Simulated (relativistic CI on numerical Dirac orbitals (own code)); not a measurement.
**Slater and spin-orbit integrals, Ga¹¹⁺**

Computed by Dirac-Coulomb-Breit CI, KLI orbitals optimised for each configuration, QED by a radiative potential, unscaled Slater integrals (own radial code, finite nucleus).

Slater integrals F^k, G^k are unscaled and averaged over j, outside the closed core [Ne]; ζ comes from projecting the Hamiltonian with its Breit term on Σ l·s of the shell.

- 3s²3p⁶3d²: F^2(3d,3d) = 174680, F^4(3d,3d) = 111660, ζ(3d) = 2323.6 cm⁻¹; <r>(3d) = 0.5705, <r^2>(3d) = 0.3842 (bohr units).
- 3s²3p⁵3d³: ζ(3p) = 24435, F^2(3d,3d) = 174160, F^4(3d,3d) = 111310, F^2(3p,3d) = 164650, G^1(3p,3d) = 191610, G^3(3p,3d) = 122720, ζ(3d) = 2261 cm⁻¹; <r>(3p) = 0.598, <r^2>(3p) = 0.4134, <r>(3d) = 0.5721, <r^2>(3d) = 0.3863 (bohr units).
- 3s3p⁶3d³: F^2(3d,3d) = 173910, F^4(3d,3d) = 111150, G^2(3s,3d) = 146980, ζ(3d) = 2310.3 cm⁻¹; <r>(3s) = 0.5968, <r^2>(3s) = 0.4061, <r>(3d) = 0.5728, <r^2>(3d) = 0.3873 (bohr units).

(1) Give the Racah parameters of the d shell in 3s²3p⁶3d².

Averages of the first 10 configurations, taken without configuration mixing, which lowers the lowest level and can move excited configurations by several eV; other configurations of the list can lie among them:

```
Configuration  Parity  States  Average energy above the lowest level (eV)
    3s²3p⁶3d²    even      45                                         3.6
    3s²3p⁵3d³     odd     720                                        86.2
     3s3p⁶3d³    even     240                                       146.3
   3s²3p⁶3d4s    even      20                                       123.3
   3s²3p⁶3d4p     odd      60                                       141.4
   3s²3p⁶3d4d    even     100                                       169.1
    3s²3p⁶4s²    even       1                                       255.3
   3s²3p⁶3d4f     odd     140                                       192.0
   3s²3p⁶4s4p     odd      12                                       271.6
  3s²3p⁵3d²4s     odd     540                                       203.8
```

Answers

(1) B = F²/49 − 5F⁴/441 = 2299 cm⁻¹ and C = 35F⁴/441 = 8862 cm⁻¹.
